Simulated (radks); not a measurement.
Spherical jellium clusters: N electrons in a uniform positive sphere of charge N and radius rs N^(1/3), rs = 2.44 bohr. Method: non-relativistic Kohn-Sham, LDA (Slater exchange, Perdew-Wang correlation), spin-polarised, spherical densities; computed with a radial shooting solver with Libxc functionals. Levels are named by radial order and angular momentum (1s, 1p, 1d, 2s, ...), and open shells are averaged over m. Each electron was tried in the lowest free levels, single moves between levels near the top were tried too, and the lowest total energy was kept; such a search can miss a lower state. Energies include the self-energy of the background; IP and EA are vertical (highest electron removed, lowest free level filled), at fixed background; spill-out counts the electrons outside the background radius R, and alpha is the static dipole polarisability from linear response (closed shells only). A dash means not computed or, for alpha, an open shell; in EA it means that no bound solution was reached, which is typical of self-interaction and does not show that the anion is unstable. Real open-shell clusters deform, which this model forbids.

N	open shells	2S	E(N+1) + E(N-1) - 2E(N) (eV)	-e(HOMO) (eV)	alpha/R^3
1	1s(up 1, down 0)	1	-	3.985	-
2	none	0	2.342	4.631	2.234
3	1p(up 1, down 0)	1	-0.981	2.393	-
4	1p(up 2, down 0)	2	-0.895	3.328	-
5	1p(up 3, down 0)	3	0.336	3.984	-
6	1p(up 3, down 1)	2	-0.738	3.639	-
7	1p(up 3, down 2)	1	-0.567	4.208	-
8	none	0	2.762	4.631	1.814
9	1d(up 1, down 0)	1	-0.466	2.059	-
10	1d(up 2, down 0)	2	-0.443	2.575	-
11	1d(up 3, down 0)	3	-0.405	2.997	-
12	1d(up 4, down 0)	4	-0.365	3.352	-
13	1d(up 5, down 0)	5	0.347	3.655	-
14	1d(up 5, down 0) 2s(up 1, down 0)	6	-0.065	3.391	-
15	1d(up 5, down 2)	3	-0.480	3.506	-
16	1d(up 5, down 3)	2	-0.290	3.787	-
17	1d(up 5, down 4)	1	-0.259	4.031	-
18	none	0	0.244	4.244	1.619
19	2s(up 1, down 0)	1	0.215	4.012	-
20	none	0	1.672	3.885	1.678
21	1f(up 1, down 0)	1	-0.258	2.308	-
22	1f(up 2, down 0)	2	-0.243	2.563	-
23	1f(up 3, down 0)	3	-0.229	2.792	-
24	1f(up 4, down 0)	4	-0.215	2.999	-
25	1f(up 5, down 0)	5	-0.201	3.188	-
26	1f(up 6, down 0)	6	-0.189	3.360	-
27	1f(up 7, down 0)	7	-	3.519	-

All shells are closed at N = 2, 8, 18, 20 (there: 1s2 1p6 1d10 2s2); the second difference of the energy has clear peaks (12 % above both neighbours; the first and last values, which can be the largest, are not judged, and half-filled shells can peak too) at N = 5, 8, 13, 18, 20.
